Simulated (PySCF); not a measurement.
# Relaxation of triplet [ReS2]+

Method: UPBE0/[Re def2-SVP with ECP60, S def2-SVP], scalar-relativistic core potentials, density fitting, no spin–orbit coupling, PySCF. A (50,194) grid was used.

A start displaced from a saddle point along its imaginary mode, of C2v symmetry, held to at least that symmetry:

```xyz
3
charge 1 multiplicity 3, angstrom
Re    0.0681   -0.0517    0.0000
S    -0.1992    0.1511    2.2184
S    -0.1992    0.1511   -2.2184
```

(1) What does it relax to?

(2) How much energy is released, and in how many steps?

Results:

(1) It ends at C2v with Re–S 2.068 Å (×2); S–Re–S 110.4° (after a last refinement on a finer grid). A frequency run shows a minimum. Other isomers or separated fragments may lie lower.

(2) 132.6 kJ/mol in 9 steps.

Other spin states or occupations of the open shell can lie lower. With an element this heavy the missing spin–orbit coupling can shift these numbers.

The relaxation took about 50 core-seconds on a shared host.
